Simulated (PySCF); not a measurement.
Cartesian coordinates in Å; atom numbers follow the order of the lines, from 1:
```xyz
11

Al    0.525   -1.188    1.322
Cl    1.156   -2.534    2.761
O    -0.402   -1.655   -0.027
Si   -0.909   -0.682   -1.275
O    -0.395    0.867   -0.952
Si    0.499    1.618    0.235
O     0.901    0.471    1.369
H    -0.294   -1.144   -2.548
H    -2.393   -0.695   -1.351
H     1.738    2.176   -0.369
H    -0.327    2.680    0.866
```

PySCF 2.14 calculation with PBE0-D3(BJ)/def2-SVP structure and shielding tensors at B3LYP/pcSseg-1 (pcSseg-2 on Al) (GIAO); isolated molecule, one averaged value for each set of equivalent atoms, one computed conformer, non-relativistic Hamiltonian.

δ = σ(ref) − σ, references computed at the same level: ¹H (31.38 ppm), ²⁹Si (337.86 ppm) vs TMS; [Al(H2O)6]3+ for ²⁷Al (571.15 ppm); HCl for ³⁵Cl (930.46 ppm); H2O for ¹⁷O (334.04 ppm).

```csv
atoms,nucleus,count,δ (ppm)
Si4/Si6,²⁹Si,2,-35.3
Cl2,³⁵Cl,1,?
Al1,²⁷Al,1,121.9
H8/H9/H10/H11,¹H,4,5.09
O5,¹⁷O,1,102.9
O3/O7,¹⁷O,2,?
```

Problem. Estimate the values marked ?.

Solution. 
- Cl2: -71 ppm, chlorine bonded to Al
- O3/O7: 101.9 ppm, oxygen bonded to Al, Si

Experimental scales use liquid or dissolved standards, which lie at an offset from isolated H2O (liquid H2O: subtract about 36 ppm).
